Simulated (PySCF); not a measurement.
Sn(H)(Cl)2(OMe) (CH4Cl2OSn), SMILES C[O][SnH]([Cl])[Cl]. Atoms are numbered in the order given.

```xyz
9

Sn     0.5146     0.1270     0.0000
Cl    -0.6589     0.9084     1.8879
Cl    -0.6589     0.9084    -1.8879
O      0.4015    -1.8426     0.0000
C     -0.8532    -2.4990     0.0000
H      2.1515     0.5935     0.0000
H     -1.4533    -2.2548    -0.8961
H     -0.6641    -3.5848     0.0000
H     -1.4533    -2.2548     0.8961
```

Geometry: B3LYP-D3(BJ)/def2-SVP. The structure was generated by enumeration; whether it is a known compound was not checked. The def2 effective core potentials stand for the cores of Sn; spin–orbit coupling is left out. Other conformers were not sampled.

These are PySCF with TDDFT-PBE0/def2-SVPD values and carry that method's errors.

Vertical excitations. Gas-phase values at a fixed geometry. State labels are in the subgroup Cs.

Computed excitation energies, oscillator strengths and character:
```json
[
 {"state": "S1", "symmetry": "A\"", "energy (eV)": "4.71", "λ (nm)": "263", "f": "0.008", "main pairs": "HOMO→LUMO 97 %"},
 {"state": "S2", "symmetry": "A'", "energy (eV)": "5.53", "λ (nm)": "224", "f": "0.080", "main pairs": "HOMO−1→LUMO 91 %"},
 {"state": "S3", "symmetry": "A\"", "energy (eV)": "5.65", "λ (nm)": "219", "f": "0.032", "main pairs": "HOMO−2→LUMO 92 %"},
 {"state": "S4", "symmetry": "A\"", "energy (eV)": "5.72", "λ (nm)": "217", "f": "0.003", "main pairs": "HOMO−4→LUMO 94 %"},
 {"state": "S5", "symmetry": "A'", "energy (eV)": "5.84", "λ (nm)": "212", "f": "0.039", "main pairs": "HOMO−3→LUMO 94 %"},
 {"state": "S6", "symmetry": "A'", "energy (eV)": "6.06", "λ (nm)": "204", "f": "0.001", "main pairs": "HOMO−5→LUMO 93 %"},
 {"state": "S7", "symmetry": "A\"", "energy (eV)": "6.59", "λ (nm)": "188", "f": "0.001", "main pairs": "HOMO→LUMO+2 97 %"},
 {"state": "S8", "symmetry": "A'", "energy (eV)": "6.83", "λ (nm)": "182", "f": "0.039", "main pairs": "HOMO→LUMO+1 82 %"},
 {"state": "S9", "symmetry": "A\"", "energy (eV)": "7.10", "λ (nm)": "175", "f": "0.001", "main pairs": "HOMO−1→LUMO+1 98 %"},
 {"state": "S10", "symmetry": "A'", "energy (eV)": "7.21", "λ (nm)": "172", "f": "0.074", "main pairs": "HOMO−1→LUMO+2 86 %"},
 {"state": "T1", "symmetry": "A\"", "energy (eV)": "4.38", "λ (nm)": "283", "f": "0", "main pairs": "HOMO→LUMO 93 %"},
 {"state": "T2", "symmetry": "A'", "energy (eV)": "4.76", "λ (nm)": "260", "f": "0", "main pairs": "HOMO−1→LUMO 93 %"},
 {"state": "T3", "symmetry": "A\"", "energy (eV)": "5.16", "λ (nm)": "240", "f": "0", "main pairs": "HOMO−2→LUMO 96 %"},
 {"state": "T4", "symmetry": "A'", "energy (eV)": "5.24", "λ (nm)": "237", "f": "0", "main pairs": "HOMO−3→LUMO 94 %"}
]
```
Triplets are in the Tamm–Dancoff approximation, which puts them higher than full response would, so one can lie above its singlet here.
